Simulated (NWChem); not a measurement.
CH₅BO₂S; SMILES CSB(O)O

```xyz
10

B      0.0476     0.8307     0.0000
O     -0.7555     1.9474     0.0000
H     -0.2711     2.7905     0.0000
O      1.4251     0.8258     0.0000
H      1.8265     1.7121     0.0000
S     -0.8296    -0.7714     0.0000
C      0.5781    -1.9419     0.0000
H      1.2056    -1.8102    -0.9011
H      0.1461    -2.9599     0.0000
H      1.2056    -1.8102     0.9011
```
Atoms are numbered in this order, from 1.

Computed with NWChem. Pople sets run with spherical d functions. The geometry was optimised at PBE-D3(BJ)/def2-SVP. Vzz is the largest principal value of the second derivative of the potential at the nucleus (NWChem prints the opposite sign); η is the asymmetry. Non-relativistic.

| level | Vzz B1 (a.u.) | η B1 | Vzz O2 (a.u.) | η O2 | Vzz O4 (a.u.) | η O4 | Vzz S6 (a.u.) | η S6 |
|---|---|---|---|---|---|---|---|---|
| PBE/6-31G* | 0.205 | 0.22 | 1.376 | 0.35 | 1.367 | 0.34 | 1.987 | 0.91 |
| PBE/cc-pVTZ | 0.247 | 0.13 | 1.379 | 0.31 | 1.374 | 0.29 | 1.916 | 0.84 |
| B3LYP/cc-pVTZ | ? | 0.14 | ? | 0.31 | ? | 0.29 | ? | 0.84 |
| B3LYP/def2-SVP | 0.252 | 0.24 | 1.453 | 0.33 | 1.444 | 0.31 | 1.956 | 0.89 |

Task: Some entries are withheld; supply them.

Result: 
- B3LYP/cc-pVTZ, Vzz B1 (a.u.): 0.283
- B3LYP/cc-pVTZ, Vzz O2 (a.u.): 1.423
- B3LYP/cc-pVTZ, Vzz O4 (a.u.): 1.418
- B3LYP/cc-pVTZ, Vzz S6 (a.u.): 2.007
